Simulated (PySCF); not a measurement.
Excitation energy of Be by level of theory

Be [He] 2s2 (1S) → Be [He] 2s1 2p1 (3P), as a difference of total energies. All numbers are calculated (PySCF 2.14, no relativity, point nucleus, in aug-cc-pCVDZ). Correlated levels: valence: 1s2 frozen. The calculations carry no spin-orbit coupling.

Order these methods by the excitation energy they give, lowest first.
A. SCS-MP2 (valence)
B. MP2 (valence)
C. UHF
D. CCSD (valence)

C (1.630 eV), B (2.280 eV), A (2.464 eV), D (2.731 eV).

Errors of the correlated levels include the incompleteness of this basis and the frozen core.

With two correlated electrons CCSD is exact in that space.

For comparison: 2.725 eV (measured; NIST levels, between the centres of gravity of the two terms).
